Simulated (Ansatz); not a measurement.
Consider the redistribution: `COBO` + `CC(C)BN` → `COB(O)C(C)C` + `BN`.

Calculated with Ansatz (gas phase, PBE0-D4/def2-TZVP geometries, no zero-point term in ΔE). CBS: MP2 limit from def2 TZ/QZ plus the TZ coupled-cluster correction, frozen cores. This one scheme is used for every species. Functionals use def2-TZVPP. Each species was taken in one conformer, which may not be the lowest.

`COBO`:

Cartesian coordinates in Å:
```
C -1.161 0.698 -0.063
O -0.016 0.025 -0.538
B 0.882 -0.538 0.307
O 1.969 -1.172 -0.198
H -1.215 0.677 1.029
H -2.054 0.220 -0.473
H -1.135 1.736 -0.400
H 0.744 -0.494 1.496
H 1.987 -1.152 -1.160
```

`CC(C)BN`:

Z-matrix (Å, degrees):
```
C
C 1 1.529
H 1 1.093 2 112.0
H 1 1.094 2 110.8 3 120.0
H 1 1.095 2 111.2 3 -120.5
C 2 1.529 1 110.3 3 177.4
B 2 1.576 1 110.3 3 -60.5
H 2 1.099 1 108.1 3 59.5
H 6 1.093 2 112.0 1 -177.4
H 6 1.094 2 110.8 1 62.6
H 6 1.095 2 111.2 1 -56.9
N 7 1.390 2 122.3 1 119.1
H 7 1.204 2 120.2 1 -60.9
H 12 1.005 7 123.3 2 179.9
H 12 1.007 7 123.0 2 -0.1
```

`COB(O)C(C)C`:

Cartesian coordinates in Å:
```
C -2.045 -1.061 -0.901
O -0.867 -1.681 -0.447
B 0.170 -1.024 0.155
O 1.242 -1.795 0.503
C 0.220 0.530 0.433
C 1.245 0.905 1.498
C 0.504 1.279 -0.875
H -2.875 -1.755 -0.758
H -2.263 -0.138 -0.358
H -1.966 -0.831 -1.968
H 1.108 -2.714 0.253
H -0.769 0.852 0.786
H 1.037 0.413 2.451
H 1.254 1.986 1.670
H 2.250 0.605 1.193
H 0.515 2.360 -0.711
H -0.242 1.070 -1.647
H 1.482 0.999 -1.278
```

`BN`:

Z-matrix (Å, degrees):
```
B
N 1 1.385
H 1 1.197 2 119.0
H 1 1.197 2 119.0 3 -180.0
H 2 1.006 1 123.2 3 -0.0
H 2 1.006 1 123.2 3 180.0
```

**Question.** Is it downhill or uphill in electronic energy at CCSD(T)/CBS, and by how much? (An estimate is asked.)

**Answer.** Computed: Nearly level: ΔE = +0.1 kcal/mol.

**Question.** What do these levels give: r2SCANh-D4, B2PLYP, MP2/def2-SVP, HF/def2-TZVPP, CCSD(T)/def2-TZVPP, HF/def2-QZVPP? (Best estimate.)

**Answer.** Ansatz gave: r2SCANh-D4 0.2, B2PLYP 1.0, MP2/def2-SVP -0.1, HF/def2-TZVPP 1.6, CCSD(T)/def2-TZVPP -0.1, HF/def2-QZVPP 1.8 kcal/mol.

Largest T1 diagnostic among the species: 0.013.

From BLYP to BHLYP (50 % exact exchange), in def2-TZVPP and without D4, ΔE moves by −1.0 kcal/mol. Leaving LDA and LC-ωPBE aside and taking each functional with its dispersion term where it has one, the values, not all of them listed here, spread over 1.1 kcal/mol, from ωB97M-V to B2PLYP. LDA lies −1.5 kcal/mol from PBE without D4. In def2-TZVPP, CCSD(T) changes the Hartree–Fock value by −1.7 kcal/mol (the triples alone add −0.2 kcal/mol) and MP2 by −1.5 kcal/mol.
